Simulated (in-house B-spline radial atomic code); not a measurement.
Ionising Si V (Si4+) with different functionals

Computed with an all-electron radial atomic-structure program (B-spline basis): four-component Dirac-Coulomb Hamiltonian, Fermi nucleus of rms radius 3.1224 fm, spin-restricted, spherical fractional occupations for the functionals, and exact exchange of hybrids averaged over the configuration. The ionisation energy is the difference of two self-consistent energies, [He] 2s2 2p6 → [He] 2s2 2p5, without Breit or QED terms; ε is the level of the shell that loses the electron (mean over j). The electron is taken from both j subshells in proportion to 2j + 1, so the result is a j average, not the step between ground levels.

```json
{"method": "PBE0", "rung": "global hybrid", "ΔSCF (eV)": "167.73", "-ε(2p) (eV)": "153.88"}
{"method": "B97-1", "rung": "global hybrid", "ΔSCF (eV)": "167.84", "-ε(2p) (eV)": "153.09"}
{"method": "HSE06", "rung": "range-separated hybrid", "ΔSCF (eV)": "167.69", "-ε(2p) (eV)": "153.42"}
{"method": "LC-wPBE", "rung": "range-separated hybrid", "ΔSCF (eV)": "168.09", "-ε(2p) (eV)": "154.50"}
```

(1) Among the functionals, which spreads more, the ΔSCF values or the orbital energies?

(2) How do they compare with the NIST value?

## Answers

(1) The orbital energies: ΔSCF values span about 0.40 eV and the orbital energies 1.42 eV.

(2) NIST lists 166.767 eV ± 0.003 (measured, ground level to ground level). Errors run from +0.92 to +1.32 eV. The correlated functionals all miss on the same side by more than they spread, so the cause is common to them (Breit-QED terms, spin polarisation, the choice among j levels, multiplet and fine-structure energies, or a listed next ion that isn't the cheapest removal here) and closeness doesn't rank the functionals.
